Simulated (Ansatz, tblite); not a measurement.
Adding an electron: the cluster BeBr2⁺ (the lowest doublet isomer of a short search). Charge 1, multiplicity 2. Geometry: PBE0-D4/def2-TZVP. Ansatz, gas phase; energy differences of separate SCF runs; the reduced species is a singlet (the triplet lies 6.31 eV higher at PBE0-D4/def2-TZVP).

Cartesian coordinates in Å:
```
Be 0.0002 0.0003 0.0007
Br -0.9625 -1.4529 0.9406
Br 0.9623 1.4526 -0.9413
```

The xTB rows come from tblite. HOMO above LUMO, or a gap near zero within one spin, warns that the state may not be the lowest or that an electron is smeared out. The structure comes from a short search, and lower isomers may exist.

```tsv
level	−HOMO (eV)	−LUMO (eV)	vertical EA (eV)	HOMO–LUMO gap (eV)	remarks
GFN1-xTB	–	–	15.36	–	–
PBE-D4/def2-TZVP	13.63	13.61	10.58	0.02	gap within one spin near zero (+1 doublet)
PBE0-D4/def2-TZVP	14.58	13.09	10.96	1.49	–
```

Question: Estimate the rows for GFN2-xTB, r2SCAN-D4/def2-TZVP.

Answer: 
| level | −HOMO (eV) | −LUMO (eV) | vertical EA (eV) | HOMO–LUMO gap (eV) |
| --- | --- | --- | --- | --- |
| GFN2-xTB | – | – | 15.53 | – |
| r2SCAN-D4/def2-TZVP | 13.97 | 13.70 | 10.83 | 0.27 |

  HOMO and LUMO are the levels of the spin that leaves or enters (xTB has no such levels and no spin-polarisation term). Other spin states of the ions may lie lower, which would lower the ionisation energy or raise the affinity. Raw xTB energy differences between charge states are shifted by several eV; the methods need an empirical correction for them.
